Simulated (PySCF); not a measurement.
Ligands exchanged one at a time, Al I-SH. Gas-phase values, no solvent. One relaxed conformer stands for each flexible species; it need not be the lowest. Strings in code marks are SMILES.

All values below come from PySCF with B3LYP-D3(BJ)/def2-TZVP. All candidates: neutral, multiplicity 1. B3LYP has the VWN-RPA correlation part, as in Gaussian. Excitations are Tamm–Dancoff values on a coarser integration grid. The basis has no diffuse functions, so Rydberg states are missing or too high.

```json
{
  "T1 excitation (TDA)": "4.11 eV",
  "LUMO": "-2.21 eV",
  "S1 excitation (TDA)": "4.38 eV"
}
```

Problem. Identify which member has these values.
(A) `[I][Al]([I])[I]`
(B) `[SH][Al]([I])[I]` (H–S–Al–I torsion 180°)
(C) `[SH][Al]([SH])[SH]`
(D) `[SH][Al]([SH])[I]` (H–S–Al–I torsion 0°, I–Al–S–H torsion 0°)

Solution. A, `[I][Al]([I])[I]`. The others give `[SH][Al]([SH])[I]` (H–S–Al–I torsion 0°, I–Al–S–H torsion 0°): 4.87 eV, -1.44 eV, 5.09 eV; `[SH][Al]([SH])[SH]`: 5.25 eV, -0.89 eV, 5.49 eV; `[SH][Al]([I])[I]` (H–S–Al–I torsion 180°): 4.59 eV, -1.81 eV, 4.90 eV…
